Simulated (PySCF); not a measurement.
# Working out the ionisation energy of V

V [Ar] 3d3 4s2 (4F) → V⁺ [Ar] 3d4 (5D). All numbers are calculated (PySCF 2.14, the non-relativistic Hamiltonian (point nucleus), in aug-cc-pVTZ with one added diffuse shell each of s, p, d, f, g type (9s8p6d4f3g, 118 functions)). Frozen: [Ar]. Energies in hartree (1 hartree = 27.21139 eV):

```json
{"part": "UHF", "V (lower)": "-942.892061", "V⁺ (upper)": "-942.674857"}
{"part": "MP2 opposite-spin", "V (lower)": "-0.033700", "V⁺ (upper)": "0.000000"}
{"part": "MP2 same-spin", "V (lower)": "-0.027293", "V⁺ (upper)": "-0.045715"}
```

What does Hartree-Fock give?

(-942.674857) − (-942.892061) = 0.217204 hartree = 5.910 eV.

What do MP2 and SCS-MP2 (6/5 opposite-spin, 1/3 same-spin) give?

The opposite-spin parts differ by 0.917 eV and the same-spin parts by -0.501 eV. MP2: 5.910 + (0.917) + (-0.501) = 6.326 eV. SCS-MP2: 5.910 + 1.2 × (0.917) + (-0.501)/3 = 6.843 eV.

Measured between the centres of the two terms (NIST): 6.732 eV, so MP2 (valence) is off by -0.406 eV.

The calculation is non-relativistic.

What remains against the reference includes basis incompleteness, the frozen core and correlation beyond second order.
